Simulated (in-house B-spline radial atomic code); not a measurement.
# Two electrons outside the [Ar] 3d10 core: Ho³⁷⁺

Computed with a B-spline radial code for spherical atoms: configuration interaction (CI) of the two valence electrons in the field of the frozen Dirac-Fock core, alone and with many-body perturbation theory for the core (screened one- and two-electron correlation potentials), Breit and QED terms; no-pair Dirac Hamiltonian, finite nucleus. Labels give the configuration (outer n counted up each series) and the leading LS term, or the jj pair where no LS term holds 70 %.

Command:
```bash
python run_mb.py task.json out
```
Settings (nuclear radius in fm, box in bohr, cutoff in hartree):
```
basis_form          3
Z                   67
core_configuration  [Ar] 3d10
rms_radius          5.2022
mass_number         165
speed_of_light      137.036
box_radius          2.308
lmax                6
intervals           56
virtual_cutoff      8978.0
```

Run time, properties included: 36 s on 1 thread of AMD EPYC 9R45, with other jobs on the host.

Excitation energies (eV):

```csv
level,purity of the LS term,CI alone,CI + MBPT + Breit + QED
4s2 1S0,0.999,0,0
4s4p 3P°0,1.0,71.228,71.446
4s4p 3P°1,0.794,77,76.945
4s4p 3P°2,1.0,130.51,130.28
4s4p 1P°1,0.793,146.42,145.29
4p2 3P0,0.722,?,?
4p2 3P1,0.997,218.29,217.22
"4p2 (1/2,3/2)2",0.663 (1D),219.33,218.44
4s4d 3D1,1.0,265.95,264.49
"4s4d (1/2,3/2)2",0.654 (3D),267.44,266.03
"4p2 (3/2,3/2)2",0.413 (3P),274.78,273.43
4s4d 3D3,1.0,278.48,276.8
4p2 1S0,0.721,288.25,286.58
4s4d 1D2,0.827,293.93,291.64
4p4d 3F°2,0.771,341.11,339.87
"4p4d (1/2,3/2)°1",0.558 (3D),356.09,354.01
"4p4d (1/2,5/2)°3",0.619 (3F),361.15,359.39
"4p4d (1/2,5/2)°2",0.469 (3P),?,?
"4p4d (3/2,3/2)°2",0.449 (3D),406.03,403.94
"4p4d (3/2,3/2)°3",0.49 (1F),405.95,404.09
```

Problem. Where does 4p2 3P0 lie?

Solution. 164.35 eV in CI alone and 163.58 eV with all corrections.

Problem. Where does 4p4d (1/2,5/2)°2 lie?

Solution. 362 eV in CI alone and 359.98 eV with all corrections.

Problem. What is the first ionisation energy?

Solution. 1723 eV to the 4s1/2 state of the next ion (1723.2 eV from CI alone). NIST lists 1719 ± 4 eV (tabulated theory).

Some electric-dipole lines (reduced elements in atomic units, length form; vacuum wavelengths from the computed energies):

| upper | lower | D bare (size) | D with core polarisation (size) | λ (nm) | A (s⁻¹) |
| --- | --- | --- | --- | --- | --- |
| 4s4p 3P°1 | 4s2 1S0 | 0.269 | 0.26 | 16.113 | 1.1e+10 |
| 4s4p 1P°1 | 4s2 1S0 | 0.558 | 0.54 | 8.5335 | 3.2e+11 |
| 4p2 3P1 | 4s4p 3P°0 | 0.37 | 0.358 | 8.5051 | 1.4e+11 |
| 4p2 3P1 | 4s4p 3P°1 | 0.287 | 0.278 | 8.8385 | 7.5e+10 |
| 4p2 (1/2,3/2)2 | 4s4p 3P°1 | 0.446 | 0.431 | 8.7624 | 1.1e+11 |
| 4s4d 3D1 | 4s4p 3P°0 | 0.363 | 0.352 | 6.4225 | 3.2e+11 |
| 4s4d 3D1 | 4s4p 3P°1 | 0.281 | 0.272 | 6.6109 | 1.7e+11 |
| 4s4d (1/2,3/2)2 | 4s4p 3P°1 | 0.602 | 0.583 | 6.5572 | 4.9e+11 |
| 4p2 (3/2,3/2)2 | 4s4p 3P°1 | 0.0772 | 0.0748 | 6.3101 | 9e+09 |
| 4p2 1S0 | 4s4p 3P°1 | 0.0258 | 0.025 | 5.9143 | 6.1e+09 |

Weak lines are less accurate than strong ones.
